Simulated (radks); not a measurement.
Values are calculated unless marked as measured or tabulated.
K2+, 17 electrons, occupied as [Ne] 3s2 3p5.

Level of theory: Dirac Kohn-Sham, PBE, spin-unpolarised, spherical densities, point nucleus; open shells are shared between the two j in proportion to 2j + 1 (a radial shooting solver on a logarithmic mesh with Libxc functionals).

Energy parts (hartree):
total: -600.75791
kinetic: 604.97058
electron-nucleus: -1416.80561
Hartree: 243.81652
exchange-correlation: -32.73939

Orbitals (lengths in bohr, moments of r in powers of bohr; <r^-3> diverges for s and p1/2):
orbital     occ.  eigenvalue (hartree)  <r^-3>      <r>      <r^4>
1s1/2          2             -130.3035       -  0.08105  0.0002013
2s1/2          2             -13.84313       -   0.3873    0.05643
2p1/2          2             -11.22348       -   0.3486    0.04776
2p3/2          4             -11.11703   153.1   0.3510    0.04893
3s1/2          2              -2.06957       -    1.234      4.950
3p1/2    1.66667              -1.44816       -    1.350      7.867
3p3/2    3.33333              -1.43722   15.84    1.357      8.026

The highest occupied level is 3p3/2 at -39.109 eV. Summed over all electrons, <r^2> = 15.54 bohr^2, which gives a Langevin (diamagnetic) susceptibility term of -12.3 x 10^-6 cm^3/mol. The density falls to 0.001 e/bohr^3 at r = 3.09 bohr.
